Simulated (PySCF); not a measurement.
Electronic absorption of C6H8N2OSi

Compound: C6H8N2OSi.
Cartesian coordinates in Å at the PBE0-D3(BJ)/def2-SVP level; atoms count from 1:
```xyz
18
C6H8N2OSi angstrom
N     -2.773   -0.588   -1.693
C     -2.219   -0.028   -0.844
C     -1.451    0.677    0.173
C     -2.265    1.639    0.897
N     -2.861    2.421    1.509
C     -0.776   -0.335    1.162
O      0.020   -1.261    0.512
C      1.259   -0.787    0.039
C      1.127    0.149   -1.163
Si     0.001    1.592   -0.748
H     -1.564   -0.892    1.690
H     -0.209    0.254    1.910
H      1.833   -1.684   -0.235
H      1.806   -0.282    0.861
H      2.121    0.510   -1.474
H      0.696   -0.401   -2.017
H     -0.535    2.340   -1.916
H      0.611    2.507    0.261
```

Method used: PySCF 2.14.0, density-fitted response routines, TDDFT PBE0/def2-SVPD, vertical, gas phase, core orbitals frozen in the response.

Q: List the vertical singlet excitations with oscillator strengths and describe the spectrum.

A: 

```
state  E (eV)  λ (nm)       f   main configurations (H = HOMO, L = LUMO)
   S1    6.55   189.2  0.0054         H→L (63%), H→L+1 (13%), H-1→L (9%)
   S2    6.94   178.7   0.030                     H→L+1 (60%), H→L (26%)
   S3    7.18   172.6   0.016      H-1→L (24%), H→L+2 (23%), H→L+1 (20%)
   S4    7.20   172.2   0.016      H→L+2 (51%), H-1→L (14%), H→L+3 (10%)
   S5    7.34   168.9  0.0044                   H→L+3 (65%), H→L+2 (10%)
   S6    7.45   166.4   0.010      H→L+5 (13%), H-1→L (11%), H-4→L (10%)
   S7    7.46   166.1   0.022                 H-1→L+1 (48%), H-1→L (24%)
   S8    7.61   163.0  0.0008  H-1→L+2 (29%), H→L+4 (18%), H-1→L+3 (16%)
   S9    7.73   160.5   0.017    H→L+4 (37%), H-1→L+2 (12%), H→L+5 (11%)
  S10    7.78   159.3  0.0031      H→L+4 (23%), H-2→L (19%), H-3→L (10%)
```

Triplets (Tamm–Dancoff): T1 5.96 eV, H→L (17%), H-3→L (16%); T2 5.99 eV, H→L+1 (22%); T3 6.18 eV, H→L (25%), H-1→L (14%), H→L+1 (10%); T4 6.47 eV, H-3→L (19%), H-3→L+1 (14%), H→L+2 (9%).

The lowest singlet comes at 189 nm (632 kJ/mol) in the vacuum ultraviolet; it is weak; its leading configuration is HOMO→LUMO (63%). The strongest level in the table is S2 at 6.94 eV (179 nm, f = 0.030). Löwdin shares by element: HOMO oxygen 38%, carbon 18% or more, nitrogen 7% or more (atoms not listed hold the other 37%); LUMO nitrogen 27%, silicon 18%, carbon 13% or more (atoms not listed hold the other 42%). The listed states span 1.23 eV, and the widest gap between neighbours is 0.39 eV (S1 to S2). The oscillator strengths of these states sum to 0.126; summed over the whole spectrum of an exact calculation they would give the number of electrons, 80 (Thomas–Reiche–Kuhn). Weighted by f, the mean energy of these states is 7.27 eV. The vertical ionisation energy (ΔSCF) is 10.20 eV, 2.42 eV above S10. Singlets were solved by full linear response, triplets in the Tamm–Dancoff approximation.

Hardware: Arm Neoverse N1, one thread, on a shared host. Cost: 15 min wall (with the writing of density and orbital grids), 1.1 GiB resident at most.

One conformer stands for the species.
